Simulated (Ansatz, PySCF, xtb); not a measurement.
Pair of molecules: CH4O (SMILES CO) (first 6 atoms) with CH4S (SMILES CS); geometry from B3LYP-D3(BJ)/def2-TZVP.
(charge 0, multiplicity 1):
```xyz
12

C     -0.28958    -0.54513     0.09042
O     -0.19982     0.76841     0.63524
H     -1.26774    -0.73014    -0.36515
H     -0.15097    -1.23494     0.92132
H      0.49238    -0.73349    -0.65195
H     -0.27797     1.41032    -0.07701
C     -1.22501     0.03618     3.92232
S      0.55685    -0.32313     3.78605
H     -1.74194    -0.21588     2.99933
H     -1.60891    -0.58467     4.73005
H     -1.39599     1.08235     4.16696
H      0.76947     0.43259     2.69535
```

Counterpoise-corrected where a basis set is named; no monomer relaxation. Rows marked so take none.

Cores are frozen in the correlated methods. Rows in 3-21G, 6-31G*, STO-3G carry no dispersion term and start afresh at each structure (6-31G* with six Cartesian d functions).

Programs: Ansatz (Gaussian basis) for Hartree–Fock, density functionals and correlated methods; PySCF for 3-21G rows, 6-31G* rows, STO-3G rows, the dispersion terms; xtb for the GFN methods. Values without a source in brackets are computed.

| level | interaction energy (kcal/mol) |
|---|---|
| GFN2-xTB | -3.36 |
| HF/STO-3G (no counterpoise) | -0.60 |
| HF/3-21G (no counterpoise) | -4.38 |
| revPBE-D4/def2-TZVPPD | -3.00 |
| B3LYP/6-31G* (no counterpoise) | … |
| B3LYP-D3(BJ)/def2-TZVPPD | -3.25 |
| wB97X-V/def2-TZVPPD | -3.22 |
| wB97M-V/def2-TZVPPD | -3.16 |
| MP2/aug-cc-pV(D+d)Z | -3.04 |

Question: Complete the blanks.

Answer: 
- B3LYP/6-31G* (no counterpoise), interaction energy (kcal/mol): -2.90

Ansatz is a program for electronic structure.
